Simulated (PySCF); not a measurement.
SMILES O=C(OC)CCC(C)C (GFN2-xTB optimised geometry):

```
23

C      3.422     1.000     2.153
O      2.025     1.189     1.973
C      1.365     0.193     1.364
O      1.899    -0.809     0.969
C     -0.110     0.504     1.267
C     -0.720    -0.094     0.000
C     -2.251    -0.094     0.000
C     -2.765    -0.860    -1.218
C     -2.815     1.325     0.000
H      3.606     0.166     2.834
H      3.901     0.783     1.197
H      3.803     1.926     2.573
H     -0.239     1.585     1.318
H     -0.587     0.062     2.146
H     -0.359     0.459    -0.870
H     -0.361    -1.121    -0.090
H     -2.599    -0.608     0.904
H     -2.439    -0.375    -2.135
H     -3.852    -0.896    -1.217
H     -2.388    -1.880    -1.218
H     -2.537     1.859     0.905
H     -2.441     1.880    -0.858
H     -3.901     1.300    -0.057
```

Level of theory: B3LYP/def2-SVP (PySCF 2.14.0).

**Question.** What are the frontier orbital energies and the dipole moment?

**Answer.** HOMO-2 -8.79 eV, HOMO-1 -8.32 eV, HOMO -7.48 eV, LUMO 0.33 eV, LUMO+1 1.46 eV; dipole moment 1.58 D.

Meta-Löwdin charges at B3LYP/def2-SVP: C1 -0.08, O2 -0.34, C3 0.50, O4 -0.45, C5 -0.20, C6 -0.16, C7 -0.03, C8 -0.28, C9 -0.29, H10 0.10, H11 0.11, H12 0.11, H13 0.10, H14 0.11, H15 0.08, H16 0.10, H17 0.07, H18 0.09, H19 0.09, H20 0.09, H21 0.09, H22 0.09, H23 0.09.
